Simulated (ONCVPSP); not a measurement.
## Ranking ONCV potentials for Be (Z = 4)

All share these settings but for the change named:

```
Element                 : beryllium
Generator               : ONCVPSP 4.0.1
Type                    : optimised norm-conserving Vanderbilt (ONCV)
Functional              : PBE
Relativity              : scalar-relativistic
Frozen core             : none
Valence charge          : 4
Reference configuration : 1s2 2s2
Partial waves           : 1s+2s: rc 0.75 bohr, ncon 4, nbas 8, qcut 17 1/bohr, 2 projectors; p scattering state at 0.22 Ha: rc 0.70 bohr, ncon 4, nbas 9, qcut 14.1 1/bohr, local; d scattering state at 0.39 Ha: rc 0.80 bohr, ncon 5, nbas 9, qcut 12.2 1/bohr, 3 projectors, debl 2.3 Ha
Local potential         : the p channel
Core correction         : none
```

Test errors are all-electron minus pseudo excitation energies from the reference, over 1s2 2s1; 1s2 2s0; 1s2 2s1.5; 1s1 2s2. None of these files shows a bound ghost.

The base gives 778.2 meV.

Of 9 variants that were run, those that failed, showed a ghost or another fault, or gave nearly equal values are left out.

A variant can come out equal or close to the base, since the largest error may sit in a test that the change hardly touches while other tests move.

(1) Rank these variants by their largest absolute test error, smallest first.
A. s: qcut 16; p: qcut 13.3; d: qcut 11.5
B. s: qcut 20.9; p: qcut 17.3; d: qcut 15
C. s: qcut 17.5; p: qcut 14.5; d: qcut 12.6

## Answers

(1) B (568.7 meV), C (742.9 meV), A (854.4 meV).
